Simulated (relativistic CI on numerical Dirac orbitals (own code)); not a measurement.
**Slater and spin-orbit integrals, Ru¹⁷⁺**

Computed by Dirac-Coulomb-Breit CI, separate exchange-only KLI orbitals for each configuration, a model potential for QED, unscaled Slater integrals (own radial code, finite nucleus).

Slater integrals F^k, G^k are unscaled and averaged over j, outside the closed core [Ne]; ζ comes from projecting the Hamiltonian with its Breit term on Σ l·s of the shell.

- 3s²3p⁶3d⁹: ζ(3d) = 14069 cm⁻¹; <r>(3d) = 0.3664, <r^2>(3d) = 0.1587 (bohr units).
- 3s²3p⁵3d¹⁰: ζ(3p) = 124650 cm⁻¹; <r>(3p) = 0.3921, <r^2>(3p) = 0.1781 (bohr units).
- 3s²3p⁶3d⁸4s: F^2(3d,3d) = 276550, F^4(3d,3d) = 176940, ζ(3d) = 14512, G^2(3d,4s) = 27408 cm⁻¹; <r>(3d) = 0.3615, <r^2>(3d) = 0.1542, <r>(4s) = 0.8411, <r^2>(4s) = 0.7933 (bohr units).

(1) Give the Racah parameters of the d shell in 3s²3p⁶3d⁸4s.

Averages of the first 10 configurations, taken without configuration mixing, which lowers the lowest level and can move excited configurations by several eV; other configurations of the list can lie among them:

```json
{"Configuration": "3s²3p⁶3d⁹", "Parity": "even", "States": "10", "Average energy above the lowest level (eV)": "1.9"}
{"Configuration": "3s²3p⁵3d¹⁰", "Parity": "odd", "States": "6", "Average energy above the lowest level (eV)": "189.2"}
{"Configuration": "3s3p⁶3d¹⁰", "Parity": "even", "States": "2", "Average energy above the lowest level (eV)": "306.1"}
{"Configuration": "3s²3p⁶3d⁸4s", "Parity": "even", "States": "90", "Average energy above the lowest level (eV)": "288.9"}
{"Configuration": "3s²3p⁶3d⁸4p", "Parity": "odd", "States": "270", "Average energy above the lowest level (eV)": "327.3"}
{"Configuration": "3s²3p⁶3d⁸4d", "Parity": "even", "States": "450", "Average energy above the lowest level (eV)": "385.8"}
{"Configuration": "3s²3p⁶3d⁷4s²", "Parity": "even", "States": "120", "Average energy above the lowest level (eV)": "594.4"}
{"Configuration": "3s²3p⁶3d⁸4f", "Parity": "odd", "States": "630", "Average energy above the lowest level (eV)": "442.6"}
{"Configuration": "3s²3p⁶3d⁷4s4p", "Parity": "odd", "States": "1440", "Average energy above the lowest level (eV)": "629.9"}
{"Configuration": "3s²3p⁵3d⁹4s", "Parity": "odd", "States": "120", "Average energy above the lowest level (eV)": "472.9"}
```

Answers

(1) B = F²/49 − 5F⁴/441 = 3638 cm⁻¹ and C = 35F⁴/441 = 14043 cm⁻¹.
